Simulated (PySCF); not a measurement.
C2H7NOSi2.
Atom-mapped SMILES: `[CH:1]#[C:2][Si@H:3]([OH:4])[SiH2:5][NH2:6]` (hydrogens: H7 on C1; H8 on Si3; H9 on O4; H10, H11 on Si5; H12, H13 on N6)

The calculation used PBE0-D3(BJ)/def2-SVP geometry optimisation, gas phase (PySCF 2.14.0).

**Question.** List the bond lengths, angles and torsions at this level.

**Answer.** 
```json
{"bond": "C1≡C2", "length (Å)": "1.218", "order": "triple"}
{"bond": "C2–Si3", "length (Å)": "1.841", "order": "single"}
{"bond": "Si3–O4", "length (Å)": "1.670", "order": "single"}
{"bond": "Si3–Si5", "length (Å)": "2.340", "order": "single"}
{"bond": "Si5–N6", "length (Å)": "1.738", "order": "single"}
{"bond": "C1–H7", "length (Å)": "1.076", "order": "single"}
{"bond": "Si3–H8", "length (Å)": "1.500", "order": "single"}
{"bond": "O4–H9", "length (Å)": "0.962", "order": "single"}
{"bond": "Si5–H10", "length (Å)": "1.505", "order": "single"}
{"bond": "Si5–H11", "length (Å)": "1.494", "order": "single"}
{"bond": "N6–H12, N6–H13", "length (Å)": "1.014", "order": "single"}
```

Bonds in one row agree within 0.01 Å and their mean is given. Orders are formal, as drawn. A selection of angles:
```json
{"angle": "C2–C1–H7", "degrees": "179.7"}
{"angle": "C1–C2–Si3", "degrees": "178.3"}
{"angle": "C2–Si3–O4", "degrees": "110.6"}
{"angle": "C2–Si3–Si5", "degrees": "110.5"}
{"angle": "C2–Si3–H8", "degrees": "105.8"}
{"angle": "O4–Si3–Si5", "degrees": "107.2"}
{"angle": "O4–Si3–H8", "degrees": "111.3"}
{"angle": "Si5–Si3–H8", "degrees": "111.4"}
{"angle": "Si3–O4–H9", "degrees": "116.3"}
{"angle": "Si3–Si5–N6", "degrees": "106.3"}
{"angle": "Si3–Si5–H10", "degrees": "108.6"}
{"angle": "Si3–Si5–H11", "degrees": "110.5"}
{"angle": "N6–Si5–H10", "degrees": "116.3"}
{"angle": "N6–Si5–H11", "degrees": "108.0"}
{"angle": "H10–Si5–H11", "degrees": "107.1"}
{"angle": "Si5–N6–H12", "degrees": "119.4"}
{"angle": "H12–N6–H13", "degrees": "110.2"}
```

Dihedral angles: C2–Si3–Si5–N6 -67° (synclinal); H9–O4–Si3–C2 53° (synclinal).

N6 (silicon-bound nitrogen) has angles 119.4°, 118.9° and 110.2°, sum 348.5°, 0.23 Å off the plane of its three neighbours. Si5 (SiH2 silicon) is distorted tetrahedral (angles from 106.3° to 116.3°). O4 (silanol oxygen) is bent (angle 116.3°). Si3 (oxygen-bound silicon) is distorted tetrahedral (angles from 105.8° to 111.4°).

Point group: C1 (no symmetry element, even within 0.4 Å). PBE0-D3(BJ)/def2-SVP frequencies: not computed here. One conformer, not necessarily the lowest (C2–Si3–O4–H 53°, C2–Si3–Si5–N6 -67°, Si3–Si5–N6–H 166° and -54°).
